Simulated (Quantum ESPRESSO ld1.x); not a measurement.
Values are calculated unless marked as measured or tabulated.
All-electron atom: the erbium ion Er53+ in [Ne] 3s2 3p3. Level of theory: scalar-relativistic Kohn-Sham, revPBE, spin-unpolarised, spherical densities, point nucleus (ld1.x of Quantum ESPRESSO 7.5).

Radial electron density D(r) = 4 pi r^2 rho(r):

r (bohr),D(r) (e/bohr)
0.002392,20.06
0.002676,23.44
0.003017,27.54
0.003402,32.18
0.003805,36.98
0.00429,42.61
0.004837,48.69
0.00541,54.68
0.0061,61.28
0.006877,67.89
0.007693,73.82
0.008673,79.64
0.009779,84.57
0.01094,88.08
0.01233,90.39
0.0139,91.04
0.01555,90.13
0.01754,87.76
0.01977,84.43
0.02211,81.15
0.02493,78.36
0.02811,77.33
0.03145,78.68
0.03545,82.94
0.03997,89.75
0.04471,97.34
0.05041,104.9
0.05684,109.4
0.06358,108.9
0.07168,102.3
0.08082,89.69
0.0904,74.48
0.1019,57.83
0.1149,44.36
0.1285,36.71
0.1449,33.78
0.1634,34.07
0.1828,34.26
0.2061,31.86
0.2324,26.12
0.2599,18.93
0.293,11.41
0.3304,5.724
0.3695,2.513
0.4167,0.8412
0.4698,0.2207
0.5254,0.04955
0.5924,0.007472
0.668,0.0008054

D(r) has 3 maxima, at r = 0.0137, 0.0596, 0.176 bohr, and minima at 0.0279, 0.150 bohr, inside which lie 1.98, 10.64 electrons.
